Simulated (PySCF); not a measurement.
The vertical singlet excitations below were computed for one of the candidates. The calculation used PySCF 2.14.0, density-fitted response routines, TDDFT B3LYP/def2-SVPD, vertical, gas phase, core orbitals frozen in the response, def2 core potentials past Kr. Geometries: PBE0-D3(BJ)/def2-SVP, one conformer each. Atoms past krypton carry core potentials; spin–orbit coupling is left out.

```csv
state,ν̃ (cm⁻¹),f,"main configurations (H = HOMO, L = LUMO)"
S1,33480,0.0000,H→L (99%)
S2,39060,0.060,H-1→L (94%)
S3,41820,0.0000,H-2→L (99%)
S4,46460,0.016,H-3→L (99%)
S5,52660,0.027,H→L+1 (90%)
S6,52710,0.0011,H-1→L+3 (90%)
S7,54090,0.0042,H-1→L+1 (96%)
S8,55730,0.089,"H→L+3 (56%), H-1→L+5 (36%)"
S9,56550,0.0003,H→L+2 (90%)
S10,56950,0.0000,H→L+5 (90%)
```

Triplets computed (Tamm–Dancoff): 3.97, 4.08, 4.83, 5.32 eV.

**Question.** Which candidate is it?
A. `[H][Ge]([H])([CH3])[CH2]C`
B. `[GaH2][CH]1CC1`
C. `C#[C][InH2]`

**Answer.** C. Its S1, at 4.15 eV, is the lowest among the candidates; the nearest of the others has S1 at 4.70 eV. S1 is HOMO→LUMO (99%). Löwdin shares by element: HOMO carbon 73%, indium 10%, hydrogen 6% or more; LUMO indium 64%, carbon 20%, hydrogen 7% or more. At the same level the other candidates give, for their lowest levels:
- `[H][Ge]([H])([CH3])[CH2]C`: 7.20 eV (f 0.002); 7.42 eV (f 0.007); 7.88 eV (f 0.021); 7.99 eV (f 0.129); 8.01 eV (f 0.044); T1 7.04 eV; HOMO -7.82, LUMO 0.29 eV
- `[GaH2][CH]1CC1`: 4.70 eV (f 0.002); 5.26 eV (f 0.000); 5.86 eV (f 0.065); 6.31 eV (f 0.001); 6.97 eV (f 0.005); T1 4.42 eV; HOMO -7.43, LUMO -1.64 eV
